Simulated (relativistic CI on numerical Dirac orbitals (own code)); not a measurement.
# How well does a small relativistic CI reproduce Cl²⁺?

Calculated at this level of theory: Dirac-Coulomb-Breit CI, KLI orbitals optimised for each configuration, model QED (radiative potential, 1s self-energy scaled to tabulated hydrogen-like ionisation energies), valence Slater integrals scaled by 0.85, P86 correlation energy added to each configuration (own radial code, finite nucleus).

Configurations in the expansion (outside the closed core [Ne]): 3s2 3p3, 3s 3p4, 3s2 3p2 3d, 3p5, 3s 3p3 3d, 3s2 3p2 4s, 3s2 3p2 4p, 3s2 3p2 4d, 3s2 3p2 5s, 3s2 3p2 4f, 3s2 3p2 5p, 3s2 3p 3d 4p, 3s2 3p 3d2, 3s2 3d3, 3s 3p 3d3, 3s2 3d2 4s, 3s2 3d2 4p, 3s2 3d2 4d, 3p3 3d2, 3p2 3d3, 3p2 3d2 4s, 3p2 3d2 4p, 3p2 3d2 4d, 3s2 3p 3d 4s, 3s 3p 3d2 4s, 3s2 3d 4s2, 3s2 3d 4s 4p, 3s2 3d 4s 4d, 3s2 3p 4s2, 3s 3p 3d 4s2, 3s2 4s2 4p, 3s2 4s2 4d. Double excitations out of closed p, d and f shells are left out; levels of such configurations are missing from the list, as are those of other unlisted configurations, and high levels can miss mixing partners. These lack a partner that the ground configuration has and come out too high: 3s2 3p2 5s, 3s2 3p2 4f, 3s2 3p2 5p.

| Configuration | Term (tabulated) | J | Measured (cm⁻¹) | Computed | Error | Purity (%) |
| --- | --- | --- | --- | --- | --- | --- |
| 3s2 3p3 | 4S° | 3/2 | 0.0 | 0 | 0 | 97 |
| 3s2 3p3 | 2D° | 3/2 | 18053.0 | 18340 | 287 | 96 |
| 3s2 3p3 | 2D° | 5/2 | 18120.0 | 18410 | 290 | 96 |
| 3s2 3p3 | 2P° | 1/2 | 29812.0 | 28976 | -836 | 95 |
| 3s2 3p3 | 2P° | 3/2 | 29907.0 | 29069 | -838 | 95 |
| 3s 3p4 | 4P | 5/2 | 98520.0 | 108545 | 10025 | 86 |
| 3s 3p4 | 4P | 3/2 | 99130.0 | 109157 | 10027 | 86 |
| 3s 3p4 | 4P | 1/2 | 99475.0 | 109502 | 10027 | 86 |
| 3s2 3p2 4s | 4P | 1/2 | 173736.0 | 184829 | 11093 | 95 |
| 3s2 3p2 4s | 4P | 3/2 | 174093.8 | 185247 | 11153 | 94 |
| 3s2 3p2 4s | 4P | 5/2 | 174613.9 | 185889 | 11275 | 92 |
| 3s2 3p2 4s | 2P | 1/2 | 178369.7 | 189814 | 11445 | 98 |
| 3s2 3p2 4s | 2P | 3/2 | 179076.1 | 190667 | 11591 | 97 |
| 3s2 3p2 4s | 2D | 5/2 | 188390.1 | 200244 | 11854 | 93 |
| 3s2 3p2 4s | 2D | 3/2 | 188448.1 | 200291 | 11843 | 94 |
| 3s2 3p2 4p | 4D° | 1/2 | 201073.4 | 212202 | 11128 | 98 |
| 3s2 3p2 4p | 4D° | 3/2 | 201332.0 | 212460 | 11128 | 98 |
| 3s2 3p2 4p | 4D° | 5/2 | 201765.1 | 212898 | 11133 | 98 |
| 3s2 3p2 4p | 4D° | 7/2 | 202367.6 | 213513 | 11145 | 99 |
| 3s2 3p2 4p | 4P° | 1/2 | 204021.6 | 215011 | 10990 | 98 |
| 3s2 3p2 4p | 4P° | 3/2 | 204124.0 | 215150 | 11026 | 94 |
| 3s2 3p2 4p | 4P° | 5/2 | 204541.2 | 215570 | 11029 | 92 |
| 3s2 3p2 4p | 2D° | 3/2 | 205037.3 | 216281 | 11244 | 96 |
| 3s2 3p2 4p | 4S° | 3/2 | 205938.5 | 218073 | 12135 | 97 |
| 3s2 3p2 4p | 2D° | 5/2 | 205946.9 | 217185 | 11238 | 92 |
| 3s2 3p2 4p | 2P° | 1/2 | 209042.1 | 220094 | 11051 | 98 |
| 3s2 3p2 4p | 2P° | 3/2 | 209182.8 | 220266 | 11083 | 98 |
| 3s2 3p2 4p | 2F° | 5/2 | 216524.6 | 227762 | 11238 | 98 |
| 3s2 3p2 4p | 2F° | 7/2 | 216710.4 | 227930 | 11219 | 99 |
| 3s2 3p2 4p | 2D° | 5/2 | 217850.2 | 229666 | 11816 | 98 |
| 3s2 3p2 4p | 2D° | 3/2 | 217913.1 | 229740 | 11827 | 97 |
| 3s2 3p2 4p | 2P° | 1/2 | 221862.9 | 233167 | 11304 | 90 |
| 3s2 3p2 4p | 2P° | 3/2 | 222100.7 | 233280 | 11179 | 83 |
| 3s2 3p2 4d | 4F | 3/2 | 239506.3 | 250490 | 10983 | 97 |
| 3s2 3p2 4d | 4F | 5/2 | 239729.9 | 250715 | 10985 | 95 |
| 3s2 3p2 4d | 4F | 7/2 | 240075.2 | 251070 | 10995 | 94 |
| 3s2 3p2 4d | 4F | 9/2 | 240568.4 | 251590 | 11022 | 99 |
| 3s2 3p2 4d | 4D | 1/2 | 241559.4 | 252255 | 10696 | 96 |
| 3s2 3p2 4d | 4D | 3/2 | 241572.4 | 252298 | 10726 | 89 |
| 3s2 3p2 4d | 4D | 5/2 | 241685.1 | 252410 | 10725 | 82 |
| 3s2 3p2 4d | 4D | 7/2 | 242046.2 | 252750 | 10704 | 94 |
| 3s2 3p2 4d | 4P | 5/2 | 242822.8 | 253749 | 10926 | 85 |
| 3s2 3p2 4d | 4P | 3/2 | 243080.7 | 254041 | 10960 | 91 |
| 3s2 3p2 4d | 4P | 1/2 | 243207.2 | 254187 | 10980 | 95 |
| 3s2 3p2 4d | 2F | 5/2 | 243828.4 | 255675 | 11847 | 95 |
| 3s2 3p2 4d | 2F | 7/2 | 244684.9 | 256540 | 11855 | 94 |
| 3s2 3p2 5s | 4P | 1/2 | 244951.5 | 257357 | 12406 | 97 |
| 3s2 3p2 5s | 4P | 3/2 | 245392.4 | 257810 | 12418 | 97 |
| 3s2 3p2 5s | 4P | 5/2 | 246137.2 | 258570 | 12433 | 99 |
| 3s2 3p2 4d | 2D | 3/2 | 248528.2 | 260887 | 12359 | 90 |
| 3s2 3p2 4d | 2D | 5/2 | 248657.7 | 260991 | 12334 | 91 |
| 3s2 3p2 4d | 2F | 7/2 | 255086.3 | 267714 | 12628 | 93 |
| 3s2 3p2 4d | 2F | 5/2 | 255140.4 | 267834 | 12694 | 86 |
| 3s2 3p2 5s | 2D | 5/2 | 258885.8 | 272081 | 13195 | 100 |
| 3s2 3p2 5s | 2D | 3/2 | 258890.8 | 272086 | 13195 | 99 |

Measured levels from Moore, Atomic Energy Levels, vol. I, NSRDS-NBS 35 (1971 reprint of NBS Circular 467, 1949); pairs were made by configuration, J and term (by order where the table uses no LS term), so strongly mixed levels may be paired wrongly. The analysis dates from before 1960.

Mean error by configuration (cm⁻¹): 3s2 3p3 -274; 3s 3p4 10026; 3s2 3p2 4s 11465; 3s2 3p2 4p 11273; 3s2 3p2 4d 11378; 3s2 3p2 5s 12729. Over the excited levels the mean absolute error is 10603 cm⁻¹ (54 of the 54 excited levels that our extract of the source holds in range could be paired), and the median relative error of those above 1,000 cm⁻¹ is 5.1 %.
